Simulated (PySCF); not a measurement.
Work out the structure from these simulated measurements.

Elements present: C, Cl, H, N and Si. Monoisotopic mass: 164.9568 u.

* UV, strongest line: among the 8 lowest singlet transitions: S7 at 7.10 eV (175 nm, f = 0.116) [TDDFT CAM-B3LYP/def2-SVPD]
* Rotational structure: rotational constants A, B, C: 1.310, 0.740, 0.708 GHz [GFN2-xTB]
* Dipole: 2.56 D [CAM-B3LYP/def2-SVPD]
* Triplet: lowest triplet excitation (Tamm–Dancoff): 3.47 eV [TDA CAM-B3LYP/def2-SVPD]
* UV, first state: lowest singlet excitation: 4.05 eV (306 nm, f = 0.000) [TDDFT CAM-B3LYP/def2-SVPD]
* 13C NMR: chemical shifts (computed TMS as zero) by class: 173.8 (1 C), 113.0 (1 C), 84.6 (1 C), 5.6 (1 C) ppm [GIAO PBE0/pcSseg-1]

The electronic properties come from PySCF, for the isolated species, density fitting. Levels stand in brackets. One conformer (not necessarily the lowest) at the GFN2-xTB geometry, without solvent, vibrations or thermal averaging. GFN2-xTB frequencies show an imaginary mode (24i cm⁻¹), so this geometry is no minimum at that level. Each NMR value is the plain mean over a class of atoms that symmetry, rotation or inversion makes alike.

Question: Which formula fits the mass and the elements?

Answer: C4H5Cl2NSi (calculated 164.9568). No other formula that holds each of these elements comes within 0.0003 u with a fitting electron parity and a possible valence count.

Question: What is the compound? Reason from the data.

Answer: Numbering: `[CH2:1]=[N:2][Si:3]([Cl:4])([Cl:5])[C:6]#[C:7][CH3:8]`. Its formula, C4H5Cl2NSi, gives 3 degrees of unsaturation: 0 rings and 3 π bonds in the structure found. 4 carbons fall into 4 classes; from least to most shielded: C=N carbon [C1] (173.8 ppm), alkyne carbon [C7] (113.0 ppm), alkyne carbon [C6] (84.6 ppm), propargylic carbon [C8] (5.6 ppm). The optimised geometry has point group C1 and is an asymmetric top. Structure: `Cl[Si](C#CC)(N=C)Cl`. The assignments are read from this structure; whether some other isomer fits the data as well wasn't checked.

Shape of the structure used: `[CH2:1]=[N:2][Si:3]([Cl:4])([Cl:5])[C:6]#[C:7][CH3:8]`: C1–N2–Si3–Cl4 -1°.
